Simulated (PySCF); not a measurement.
## `C=C[C@@H]1C(=C)[CH2][Ge@@H]1[F]`, C$_{6}$H$_{9}$FGe

Geometry:
```tsv
atom	x (Å)	y (Å)	z (Å)
C1	2.771	0.001	0.111
C2	1.561	0.099	-0.415
C3	0.306	0.052	0.364
C4	-0.842	-0.709	-0.272
C5	-0.742	-1.890	-0.851
C6	-2.087	0.149	-0.183
Ge7	-0.918	1.697	0.348
F8	-0.589	2.671	-1.097
H9	2.920	-0.141	1.170
H10	3.660	0.062	-0.492
H11	1.434	0.245	-1.480
H12	0.493	-0.295	1.383
H13	-1.592	-2.376	-1.300
H14	0.195	-2.422	-0.885
H15	-2.776	-0.206	0.582
H16	-2.629	0.223	-1.123
H17	-1.172	2.854	1.337
```

Computed, not measured: TDDFT PBE0/def2-SVPD circular dichroism and optical rotation, one conformer, gas phase (PySCF 2.14.0). Geometry: GFN2-xTB.

The molecule is flexible and this is one conformer; a measurement averages over conformers. The calculation is non-relativistic, which matters for the atoms heavier than Zn. States above about 7.0 eV (minus the energy of the highest occupied orbital) lie near or above the ionisation threshold and depend on the basis.

Problem. What are the CIP labels of the stereocentres?

Solution. C3 R, Ge7 S.

Problem. Which excitations and rotatory strengths does the calculation give?

Solution. Rotatory strengths R in 10⁻⁴⁰ esu² cm², velocity form and length form (origin at the centre of mass); f in length form.
```csv
state,E (eV),λ (nm),f,R (velocity),R (length),main
1,5.29,234,0.072,+15.3,+15.4,"HOMO→LUMO 0.78, HOMO→LUMO+1 0.16"
2,5.75,216,0.083,+36.2,+37.1,"HOMO−1→LUMO 0.50, HOMO→LUMO+1 0.35"
3,5.96,208,0.159,+14.6,+14.7,"HOMO→LUMO+1 0.42, HOMO−1→LUMO 0.42"
4,6.10,203,0.009,+16.4,+17.0,HOMO→LUMO+2 0.93
5,6.44,192,0.057,+17.0,+16.6,"HOMO→LUMO+3 0.49, HOMO−1→LUMO+1 0.31"
6,6.49,191,0.086,+48.5,+47.9,"HOMO→LUMO+3 0.42, HOMO−1→LUMO+1 0.40"
7,6.62,187,0.003,-13.0,-12.9,"HOMO−2→LUMO 0.46, HOMO→LUMO+4 0.41"
8,6.66,186,0.088,+23.8,+22.4,"HOMO→LUMO+4 0.48, HOMO−2→LUMO 0.29"
9,6.92,179,0.052,-20.3,-20.9,"HOMO−1→LUMO+2 0.59, HOMO−1→LUMO+3 0.10"
10,7.01,177,0.020,-37.9,-33.8,"HOMO−1→LUMO+3 0.59, HOMO−2→LUMO+1 0.17"
11,7.06,176,0.055,-47.1,-48.0,"HOMO−2→LUMO+1 0.39, HOMO−1→LUMO+3 0.20"
12,7.15,173,0.056,-44.1,-44.2,"HOMO→LUMO+5 0.45, HOMO−1→LUMO+4 0.34"
13,7.27,171,0.041,+17.5,+16.9,"HOMO−3→LUMO 0.42, HOMO−1→LUMO+4 0.27"
14,7.34,169,0.017,-22.9,-26.0,"HOMO−3→LUMO 0.25, HOMO−3→LUMO+1 0.13"
15,7.44,167,0.019,-36.8,-32.4,HOMO→LUMO+6 0.77
16,7.50,165,0.036,+56.7,+56.7,HOMO−2→LUMO+2 0.79
```

Among the states computed, the strongest CD band (largest |R|) is state 16. The largest dissymmetry factor in size, g = 4R/(D+G), with D and G the electric and magnetic dipole strengths, is -0.033 for state 7 (velocity form, f = 0.004), among bands with |R| over 0.5. The mirror image has the same energies and oscillator strengths and all R with the opposite sign.
